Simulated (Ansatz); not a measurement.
A series at B: from `[SiH3]OB(O[SiH3])O[SiH3]`, ligands are replaced one by one, each step taking up H₂ and setting free `O[SiH3]`; n counts the steps. Ansatz, PBE0-D4/def2-TZVP geometries. Each molecule was computed in one conformer, which needn't be the lowest.

```json
{"n": "0", "molecule": "`[SiH3]OB(O[SiH3])O[SiH3]`", "HOMO energy, ωB97M-V/def2-TZVPP (eV)": "?"}
{"n": "1", "molecule": "`[SiH3]OBO[SiH3]`", "HOMO energy, ωB97M-V/def2-TZVPP (eV)": "-11.34"}
{"n": "2", "molecule": "`BO[SiH3]`", "HOMO energy, ωB97M-V/def2-TZVPP (eV)": "-10.86"}
{"n": "3", "molecule": "BH₃", "HOMO energy, ωB97M-V/def2-TZVPP (eV)": "-12.31"}
```

Q: By hand: fit a straight line y = ȳ + b (n − n̄) to the 3 given rows and predict n = 0.

A: n̄ = 2.000, ȳ = -11.503; Σ(n − n̄)(y − ȳ) = -0.970, Σ(n − n̄)² = 2.000, so b = -0.485 eV a step. Prediction: -11.503 + (-0.485) × (-2.000) = -10.53 eV.

Q: By hand: compare with the computed value, -11.34 eV, and give the steps along the whole series.

A: The line misses by -0.81 eV (computed minus predicted). Steps: 0.00, 0.48, -1.45 eV.

The steps change sign along the series, so a line is a poor guide. The highest orbital can change its character along such a series. The miss is 55.9 % of the series' range.
